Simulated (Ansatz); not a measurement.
Ideal-gas functions of ClFH$_{2}$O$_{2}$Sn, SMILES `[OH][Sn]([OH])([F])[Cl]` at 400 K and 1 bar, from an Ansatz frequency run at PBE0-D4/def2-TZVP.

Molar mass 207.18 g/mol, point group C1 (symmetry number 1), electronic degeneracy 1, moments of inertia 174.118, 283.244, 292.215 u Å². Harmonic wavenumbers (cm⁻¹, unscaled): 90, 122, 138, 153, 173, 182, 217, 402, 636, 656, 673, 870, 890, 3870, 3875.

Use S(trans) = R[1.5 ln M + 2.5 ln T − 1.1517]; rotational temperatures θ = 24.2544 K / I; S(rot) = R[ln(√π/σ · √(T³/θAθBθC)) + 1.5]; for each mode x = 1.438777 ν̃/T, S = R[x/(eˣ − 1) − ln(1 − e⁻ˣ)] and H = RT x/(eˣ − 1); 1 cm⁻¹ = 0.0119627 kJ/mol; R = 8.31446 J/(mol·K).

**Question.** By hand: the entropy, in J/(mol·K).

**Answer.** Translation 181.5. Rotation: θ = 0.1393, 0.0856, 0.083 K, giving 120.7. Vibration, mode by mode: 17.73, 15.23, 14.22, 13.38, 12.39, 11.98, 10.58, 5.94, 3.04, 2.87, 2.74, 1.56, 1.48, 0.00, 0.00, in all 113.1. Electronic 0.0. Sum 415.3 J/(mol·K).

**Question.** By hand: H − E and G − E in kJ/mol, counted from the electronic energy.

**Answer.** Zero-point energy ½ × 12947 × 0.0119627 = 77.4; thermal vibration 22.3; translation, rotation and pV give 4 RT = 13.3. H − E = 113.0 kJ/mol, and G − E = 113.0 − 400 × 415.3/1000 = -53.1 kJ/mol.

Vibration gives 27 % of the entropy, 47.2 J/(mol·K) of it from the modes under 150 cm⁻¹: soft modes count most, and the harmonic formula is weakest for them. The sum counts one conformer and one mirror image; others add a mixing term.
